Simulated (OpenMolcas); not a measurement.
Cr2+, Mo2+, W2+: d⁴ down the group

```json
{
  "Program": "OpenMolcas",
  "Method": "MS-CASPT2, IPEA 0.25 Eh, imaginary shift 0.1 Eh",
  "Basis": "ANO-R3",
  "Scalar Hamiltonian": "X2C, finite nucleus",
  "Spin-orbit coupling": "state interaction with AMFI integrals over the reference wave functions, term energies averaged over their components"
}
```

Active space for each ion: 4 electrons in 5 orbitals (d); closed shells correlated by CASPT2: Cr2+ 3s 3p; Mo2+ 4s 4p; W2+ 5s 5p.

Computed levels in cm-1 above ⁵D₀:

| Level | Cr2+ | Mo2+ | W2+ |
| --- | --- | --- | --- |
| ⁵D₁ | 66.1 | 236 | 2380 |
| ⁵D₂ | 196 | 653 | 4680 |
| ⁵D₃ | 383 | 1197 | 6580 |
| ⁵D₄ | 624 | 1832 | 8050 |
| ³P₀(1) | 16440 | 11710 | 11780 |
| ³P₁(1) | 16830 | 12930 | 15620 |
| ³H₄ | 17330 | 13080 | 14440 |
| ³H₅ | 17470 | 13630 | 17570 |
| ³P₂(1) | 17540 | 14760 | 20030 |
| weight of ⁵D in the lowest level (%) | 100 | 98 | 68 |

Mixed levels, with the weight of the term that names them: W2+ ⁵D₀ (68 %), W2+ ³P₀(1) (59 %), W2+ ³H₄ (59 %), W2+ ³P₂(1) (72 %).

Measured, with the error of the calculation in %. Measured levels: Cr2+ from Sugar and Corliss, J. Phys. Chem. Ref. Data 6, 317 (1977); Mo2+ from Sugar and Musgrove, J. Phys. Chem. Ref. Data 17, 155 (1988); W2+ from NIST levels as listed in McCann et al., Mon. Not. R. Astron. Soc. 538, 537 (2025).

```
 Level          Cr2+          Mo2+            W2+
   ⁵D₁   62.2 (+6.3)    242 (-2.6)    2256 (+5.4)
   ⁵D₂    183 (+6.8)    668 (-2.3)    4461 (+5.0)
   ⁵D₃    357 (+7.5)   1224 (-2.2)    6278 (+4.8)
   ⁵D₄    576 (+8.3)   1872 (-2.2)    7687 (+4.7)
³P₀(1)  16771 (-2.0)  11149 (+5.0)   9904 (+18.9)
³P₁(1)  17169 (-1.9)  12510 (+3.3)  12881 (+21.3)
   ³H₄  17274 (+0.3)  12680 (+3.2)   13701 (+5.4)
   ³H₅  17397 (+0.4)  13276 (+2.6)               
³P₂(1)  17851 (-1.7)  14358 (+2.8)
```

The fine-structure level ⁵D₄ changes by a factor of 12.9 from Cr2+ to W2+.

Without spin-orbit coupling ³P(1) lies 16800, 12570, 10200 cm-1 above ⁵D in that order; the difference to the level ³P₀(1), of either sign, comes from spin-orbit coupling, which also lowers the zero.

Term energies are means over components that CASPT2 splits; among the terms shown or strongly mixed into the levels shown the widest spread is 480 cm-1 (5d⁴ ¹G(1), W2+). Over all roots computed the reference weight is 0.89 to 0.95 in W2+; the roots of lowest weight are the least certain, and an intruder state may touch them. The CASPT2 spread within a term exceeds the gap to the next term for 4d⁴ ³P(1) and 4d⁴ ³H, so the order of their levels is uncertain (figures for Mo2+; the like holds for W2+). Levels of configurations with an s electron are missing; early in the row they begin among the upper levels of the d shell and mix with terms of their name (holds for Mo2+). Configurations with an s electron lie low in 5d ions of this charge, fall among these levels and mix in, so low-spin terms can stand far too high, up to twice their true height, and weights are not those of the real levels (holds for W2+). Some terms miss by over 15 % even with CASPT2, which points to a basis or an active space too small for the shells correlated (holds for W2+). Computed and measured levels are paired by configuration, term and J; levels that our copy of the source lacks, or whose pairing is in doubt (as where it misses far off the trend of its configuration), stay unpaired and out of the deviations. Only configurations of the active space appear.

A number in round brackets counts repeated terms of one configuration in the order of the reference energies.
